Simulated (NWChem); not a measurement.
Species: H$_{2}$SeO; SMILES O[SeH]

```xyz
4

Se     0.0394    -0.3717    -0.0080
H     -1.4259    -0.5818     0.0040
O      0.0077     1.4357    -0.0723
H      0.0257     1.7352     0.8455
```
Atoms are numbered in this order, from 1.

All runs use the structure optimised with PBE0/def2-SVP.

Question: List the 6 lowest vertical singlet excitations from CAM-B3LYP/def2-SVPD, TDA (NWChem).

Answer: 
```json
[
 {"state": "S1", "energy (eV)": "3.84", "oscillator strength": "0.002", "leading excitation (squared amplitude)": "HOMO → LUMO (0.94)"},
 {"state": "S2", "energy (eV)": "5.54", "oscillator strength": "0.029", "leading excitation (squared amplitude)": "HOMO → LUMO+1 (0.93)"},
 {"state": "S3", "energy (eV)": "5.79", "oscillator strength": "0.011", "leading excitation (squared amplitude)": "HOMO−1 → LUMO (0.93)"},
 {"state": "S4", "energy (eV)": "6.65", "oscillator strength": "0.051", "leading excitation (squared amplitude)": "HOMO → LUMO+2 (0.79)"},
 {"state": "S5", "energy (eV)": "7.23", "oscillator strength": "0.002", "leading excitation (squared amplitude)": "HOMO → LUMO+3 (0.98)"},
 {"state": "S6", "energy (eV)": "7.60", "oscillator strength": "0.063", "leading excitation (squared amplitude)": "HOMO → LUMO+4 (0.55)"}
]
```
